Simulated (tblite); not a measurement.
Species: C8H13O2 (charge -1).
Structure used (GFN2-xTB), in Å, numbered top down from 1:
```xyz
23
C8H13O2 angstrom
C      2.787   -0.914   -0.372
C      2.056    0.184    0.405
C      0.750   -0.319    0.948
C     -0.474   -0.060    0.479
C     -0.753    0.853   -0.687
C     -1.081    2.272   -0.219
C     -1.680   -0.701    1.041
C     -2.200   -1.851    0.016
O     -2.746   -1.426   -1.006
O     -2.003   -3.003    0.394
H      2.166   -1.258   -1.195
H      2.987   -1.765    0.277
H      3.735   -0.552   -0.773
H      1.899    1.042   -0.252
H      2.694    0.516    1.234
H      0.851   -1.013    1.775
H      0.094    0.888   -1.376
H     -1.610    0.432   -1.220
H     -0.240    2.697    0.330
H     -1.945    2.262    0.442
H     -1.305    2.919   -1.067
H     -1.481   -1.182    1.999
H     -2.506    0.006    1.134
```

Computed geometry: GFN2-xTB, gas phase.

Masses are those of the commonest isotopes; rigid-rotor values at the optimised geometry. The values belong to one conformer with, in the numbering `[CH3:1][CH2:2]/[CH:3]=[C:4](\[CH2:5][CH3:6])[CH2:7][C:8](=[O:9])[O-:10]`, C1–C2–C3–C4 -104°, C3–C4–C5–C6 -95°, C3–C4–C7–C8 -105°, C4–C7–C8–O9 -74°.

**Question.** Give the principal moments of inertia and the rotational constants in MHz.

**Answer.** Ia = 322.90, Ib = 579.98, Ic = 768.56 u·Å²; 505379 MHz·u·Å²/I gives A = 1565, B = 871.4, C = 657.6 MHz.

**Question.** What kind of rotor is it?

**Answer.** An asymmetric top. Ray's parameter κ = (2B − A − C)/(A − C) = -0.529; −1 is the prolate and +1 the oblate limit.

**Question.** What does the inertial defect say?

**Answer.** Not planar: Δ = Ic − Ia − Ib = -134.32 u·Å². For a rigid frame Δ = −2 Σ m c², so Σ m c² = 67.16 u·Å² lies off the ab plane: 17.25 from hydrogen and 49.91 from heavier atoms. The atom farthest from that plane is 1.91 Å away.

**Question.** Give the other two planar moments, Paa and Pbb, and the rms extents of the mass along the axes.

**Answer.** Paa = Σ m a² = (Ib + Ic − Ia)/2 = 512.82 and Pbb = Σ m b² = (Ia + Ic − Ib)/2 = 255.74 u·Å². With the mass M = 141.09 u, the rms extents √(P/M) along a, b and c are 1.91, 1.35, 0.69 Å.

**Question.** Where do the levels up to J = 2 lie, in MHz?

**Answer.** Above 0(0,0):
J = 1: 1(0,1) 1529, 1(1,1) 2223, 1(1,0) 2437
J = 2: 2(0,2) 4545, 2(1,2) 5067, 2(1,1) 5708, 2(2,1) 7789, 2(2,0) 7832
The levels of one J sum to (2J + 1)J(J + 1)(A + B + C)/3.

**Question.** Estimate the classical rotational partition function at 10 K, 25 K and 100 K.

**Answer.** Point group C1, symmetry number σ = 1; q = (√π/σ)·√((kT/h)³/(ABC)), k/h = 20836.6 MHz/K: 5630 at 10 K, 22300 at 25 K, 178000 at 100 K.

Its GFN2-xTB frequencies are all real (lowest 31 cm⁻¹). Constants of a rigid frame at the computed geometry: no zero-point averaging, no centrifugal distortion.
